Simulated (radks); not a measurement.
Question: N2-, 9 electrons, occupied as [He] 2s2 2p5. Method: scalar-relativistic Kohn-Sham, PBE, spin-unpolarised, spherical densities, finite nucleus; Fermi nuclear charge, rms radius 2.5582 fm; Watson sphere of charge +2 and radius 1.9 bohr; computed with a radial shooting solver on a logarithmic mesh with Libxc functionals. Some entries of the table are withheld. Estimate them.

orbital  occ.  eigenvalue (eV)  r(max) (bohr)
1s          2              (1)            (2)
2s          2         -18.6337            (3)
2p          5          -7.3659            (4)

Answer: 
(1) 1s eigenvalue (eV): -379.4006
(2) 1s r(max) (bohr): 0.1482
(3) 2s r(max) (bohr): 1.064
(4) 2p r(max) (bohr): 1.109
